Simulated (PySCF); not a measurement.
CHO₃, charge -1, singlet, geometry from GFN2-xTB. Base run: M062X/6-31G** run with PySCF.

The PySCF input:
```python
from pyscf import gto, scf, dft

mol = gto.Mole()
mol.atom = '''
    O     1.13393356   -0.59547373    0.06006873
    C    -0.17204899    0.04624794   -0.01054587
    O    -0.11749047    1.27346465    0.03311655
    O    -1.10808714   -0.72896887   -0.10125746
    H     1.76544629    0.13033604    0.12785263
'''
mol.basis = '6-31g**'
mol.charge = -1
mol.verbose = 4
mol.build()

mf = dft.RKS(mol)
mf.xc = 'm062x'
mf.kernel()
```

Each row names what was changed in the base input (with any setting that the change needs).

| change | ΔE vs base (mEh) | fitting functions |
|---|---|---|
| base | 0.000 | - |
| only_dfj = on; auxbasis = def2-universal-jfit | -0.216 | 207 |
| auxbasis = def2-universal-jfit | 1.293 | 207 |
| auxbasis = cc-pvtz-jkfit | 0.034 | 346 |
| auxbasis = cc-pvqz-jkfit | -0.013 | 475 |
| auxbasis = def2-universal-jkfit | 0.090 | 324 |
| auxbasis = even-tempered beta=3.0 | -0.252 | 354 |
| auxbasis = even-tempered beta=1.6 | 0.018 | 763 |
| auxbasis = default (with mf = mf.density_fit()) | 0.213 | 303 |
| auxbasis = def2-svp-ri | -12.919 | 206 |

A fitting set is made for a task (jfit for Coulomb, jkfit for Coulomb and exchange, ri for correlation) and for a family of orbital bases.
